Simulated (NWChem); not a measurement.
**germylsilane (H6GeSi) in NWChem**

```xyz
8

Si     0.0618     1.6043     0.0000
Ge    -0.0299    -0.7770     0.0000
H      0.7828     2.0914     1.2154
H      0.7828     2.0914    -1.2154
H     -1.3209     2.1723     0.0000
H     -0.7716    -1.2892     1.2495
H     -0.7716    -1.2892    -1.2495
H      1.3910    -1.3725     0.0000
```
Charge 0, spin multiplicity 1.

Everything below was run with NWChem. Structure: optimised with PBE0/def2-SVP, a minimum by its harmonic frequencies.

The Hamiltonian is non-relativistic. No SCF solution was tested for a lower state. Open-shell Hartree-Fock references start from PBE0 orbitals.

Worked example. At HF/def2-TZVP the molecule has a total energy of -2367.79101 Ha and the free atoms (multiplicities Si 3, Ge 3, H 2) H -0.49981, Si -288.85079, Ge -2075.32100 Ha. The electronic atomisation energy is the atoms' sum less the molecule's energy.

1·(-288.85079) + 1·(-2075.32100) + 6·(-0.49981) = -2367.17065 Ha for the atoms; less the molecule's energy this leaves 0.62036 Ha, or 389.3 kcal/mol (1629 kJ/mol), without zero-point, thermal or spin-orbit terms.
